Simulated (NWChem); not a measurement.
Species: Si$_{2}$N$_{2}$H$_{8}$; SMILES [SiH2](N)[SiH2]N

```xyz
12

Si    -0.5337    -1.1847    -0.2083
N      1.0512    -1.6278     0.3372
Si    -0.5696     1.1224     0.2209
N      1.0155     1.6750    -0.2786
H     -1.5921    -1.9346     0.5404
H     -0.8157    -1.4404    -1.6674
H      1.7623    -0.9046     0.2817
H      1.4398    -2.5524     0.1928
H     -1.7410     1.8072    -0.4301
H     -0.6671     1.4040     1.6868
H      1.2553     1.5897    -1.2620
H      1.3381     2.5727     0.0703
```
Atoms are numbered in this order, from 1.

Results from NWChem. Medium grid unless said otherwise, to which SCAN and Minnesota functionals are sensitive. Geometry: optimised at PBE0/def2-SVP.

Q: Order these by “orbital gap (eV)”, lowest first: TPSSh/def2-SVP; LRC-wPBEh/def2-SVP; BP86/def2-SVP; M06/def2-SVP; BHandHLYP/def2-SVP.

A: BP86/def2-SVP (5.00), TPSSh/def2-SVP (6.16), M06/def2-SVP (7.26), BHandHLYP/def2-SVP (9.44), LRC-wPBEh/def2-SVP (10.76)
